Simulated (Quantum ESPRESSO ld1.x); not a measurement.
Input (ld1.x (Quantum ESPRESSO 7.5)):

```
 &input
    zed=70.0,
    iswitch=1,
    rel=1,
    lsd=1,
    dft='PW',
    config='[Xe] 4f14 6p2',
    verbosity='high',
    prefix='ld1',
    max_out_wfc=37,
    file_charge='ld1.rho',
 /
```

Standard output:

```
     Program LD1 v.7.5 starts

     --------------------------- All-electron run ----------------------------

     scalar relativistic calculation

     atomic number is 70.00
     dft =PW   lsd =1 sic =0 latt =0  beta=0.20 tr2=1.0E-14
     Exchange-correlation= PW
                           (   1   4   0   0   0   0   0)
     mesh =2107 r(mesh) =  99.43506 a.u. xmin = -8.00 dx = 0.00800
     1 Ry =  13.60569312 eV, c = 137.03599908

     n l     nl                  e(Ry)          e(Ha)          e(eV)
     1 0     1S 1( 1.00)   -4497.736021160   -2248.868010580 -61194.8160521
     2 0     2S 1( 1.00)    -762.284143992    -381.142071996 -10371.4041357
     2 1     2P 1( 3.00)    -672.101269792    -336.050634896  -9144.4036244
     3 0     3S 1( 1.00)    -171.935796925     -85.967898463  -2339.3056898
     3 1     3P 1( 3.00)    -144.755216283     -72.377608142  -1969.4950507
     4 0     4S 1( 1.00)     -33.947250540     -16.973625270   -461.8758732
     4 1     4P 1( 3.00)     -25.021795814     -12.510897907   -340.4388752
     3 2     3D 1( 5.00)    -111.608269853     -55.804134926  -1518.5078696
     5 0     5S 1( 1.00)      -4.270417452      -2.135208726    -58.1019894
     5 1     5P 1( 3.00)      -2.246354515      -1.123177257    -30.5632102
     4 2     4D 1( 5.00)     -13.275770447      -6.637885224   -180.6260587
     4 3     4F 1( 7.00)      -0.449837669      -0.224918834     -6.1203533
     6 1     6P 1( 2.00)      -0.193818522      -0.096909261     -2.6370353
     1 0     1S 2( 1.00)   -4497.735371507   -2248.867685754 -61194.8072132
     2 0     2S 2( 1.00)    -762.283789013    -381.141894507 -10371.3993059
     2 1     2P 2( 3.00)    -672.100758467    -336.050379233  -9144.3966674
     3 0     3S 2( 1.00)    -171.935905363     -85.967952682  -2339.3071652
     3 1     3P 2( 3.00)    -144.755275781     -72.377637890  -1969.4958602
     4 0     4S 2( 1.00)     -33.947469958     -16.973734979   -461.8788585
     4 1     4P 2( 3.00)     -25.021906893     -12.510953446   -340.4403865
     3 2     3D 2( 5.00)    -111.608223610     -55.804111805  -1518.5072404
     5 0     5S 2( 1.00)      -4.266603048      -2.133301524    -58.0500917
     5 1     5P 2( 3.00)      -2.240526308      -1.120263154    -30.4839134
     4 2     4D 2( 5.00)     -13.275628813      -6.637814406   -180.6241316
     4 3     4F 2( 7.00)      -0.447942313      -0.223971156     -6.0945656
     6 1     6P 2( 0.00)      -0.124392944      -0.062196472     -1.6924522

     final scf error:  6.5E-15 reached in  35 iterations

     Etot =  -28101.916310 Ry,  -14050.958155 Ha, -382346.049480 eV
     Total magnetization:    2.00 Bohr mag.

     Ekin =   30621.143260 Ry,   15310.571630 Ha,  416621.878264 eV
     Encl =  -69182.129525 Ry,  -34591.064763 Ha, -941270.823918 eV
     Eh   =   11027.235185 Ry,    5513.617592 Ha,  150033.177920 eV
     Exc  =    -568.165229 Ry,    -284.082614 Ha,   -7730.281746 eV

     normalization and overlap integrals

     s(1S/1S) =  1.000000  <r> =   0.0197  <r2> =    0.0005  r(max) =   0.0124
     s(1S/2S) = -0.028122
     s(1S/3S) = -0.012272
     s(1S/4S) = -0.005955
     s(1S/5S) = -0.002362
     s(2S/2S) =  1.000000  <r> =   0.0834  <r2> =    0.0082  r(max) =   0.0708
     s(2S/3S) = -0.007783
     s(2S/4S) = -0.003607
     s(2S/5S) = -0.001418
     s(2P/2P) =  1.000000  <r> =   0.0742  <r2> =    0.0067  r(max) =   0.0575
     s(2P/3P) = -0.006207
     s(2P/4P) = -0.002714
     s(2P/5P) = -0.000928
     s(2P/6P) = -0.000229
     s(3S/3S) =  1.000000  <r> =   0.2169  <r2> =    0.0538  r(max) =   0.2002
     s(3S/4S) = -0.002583
     s(3S/5S) = -0.000984
     s(3P/3P) =  1.000000  <r> =   0.2164  <r2> =    0.0543  r(max) =   0.1970
     s(3P/4P) = -0.002187
     s(3P/5P) = -0.000726
     s(3P/6P) = -0.000178
     s(4S/4S) =  1.000000  <r> =   0.4882  <r2> =    0.2692  r(max) =   0.4563
     s(4S/5S) = -0.000675
     s(4P/4P) =  1.000000  <r> =   0.5186  <r2> =    0.3062  r(max) =   0.4750
     s(4P/5P) = -0.000503
     s(4P/6P) = -0.000123
     s(3D/3D) =  1.000000  <r> =   0.1962  <r2> =    0.0451  r(max) =   0.1600
     s(3D/4D) = -0.001575
     s(5S/5S) =  1.000000  <r> =   1.2074  <r2> =    1.6447  r(max) =   1.0656
     s(5P/5P) =  1.000000  <r> =   1.4479  <r2> =    2.3957  r(max) =   1.2306
     s(5P/6P) = -0.000056
     s(4D/4D) =  1.000000  <r> =   0.5604  <r2> =    0.3650  r(max) =   0.4904
     s(4F/4F) =  1.000000  <r> =   0.7874  <r2> =    0.8669  r(max) =   0.4826
     s(6P/6P) =  1.000000  <r> =   5.0483  <r2> =   28.9725  r(max) =   4.2866
     s(1S/1S) =  1.000000  <r> =   0.0197  <r2> =    0.0005  r(max) =   0.0124
     s(1S/2S) = -0.028122
     s(1S/3S) = -0.012272
     s(1S/4S) = -0.005955
     s(1S/5S) = -0.002363
     s(2S/2S) =  1.000000  <r> =   0.0834  <r2> =    0.0082  r(max) =   0.0708
     s(2S/3S) = -0.007783
     s(2S/4S) = -0.003607
     s(2S/5S) = -0.001418
     s(2P/2P) =  1.000000  <r> =   0.0742  <r2> =    0.0067  r(max) =   0.0575
     s(2P/3P) = -0.006207
     s(2P/4P) = -0.002714
     s(2P/5P) = -0.000930
     s(2P/6P) = -0.000216
     s(3S/3S) =  1.000000  <r> =   0.2169  <r2> =    0.0538  r(max) =   0.2002
     s(3S/4S) = -0.002583
     s(3S/5S) = -0.000985
     s(3P/3P) =  1.000000  <r> =   0.2164  <r2> =    0.0543  r(max) =   0.1970
     s(3P/4P) = -0.002187
     s(3P/5P) = -0.000727
     s(3P/6P) = -0.000169
     s(4S/4S) =  1.000000  <r> =   0.4881  <r2> =    0.2692  r(max) =   0.4563
     s(4S/5S) = -0.000675
     s(4P/4P) =  1.000000  <r> =   0.5186  <r2> =    0.3062  r(max) =   0.4750
     s(4P/5P) = -0.000504
     s(4P/6P) = -0.000116
     s(3D/3D) =  1.000000  <r> =   0.1962  <r2> =    0.0451  r(max) =   0.1600
     s(3D/4D) = -0.001575
     s(5S/5S) =  1.000000  <r> =   1.2070  <r2> =    1.6432  r(max) =   1.0656
     s(5P/5P) =  1.000000  <r> =   1.4445  <r2> =    2.3812  r(max) =   1.2306
     s(5P/6P) = -0.000053
     s(4D/4D) =  1.000000  <r> =   0.5604  <r2> =    0.3649  r(max) =   0.4904
     s(4F/4F) =  1.000000  <r> =   0.7830  <r2> =    0.8494  r(max) =   0.4826
     s(6P/6P) =  1.000000  <r> =   5.4116  <r2> =   33.9633  r(max) =   4.3908

     ------------------------ End of All-electron run ------------------------
```

Run on one thread of a shared host, so times are rough (Intel(R) Xeon(R) Processor @ 2.60GHz): 1.1 s of CPU time, 1.1 s wall, 35 iterations on 2107 mesh points.
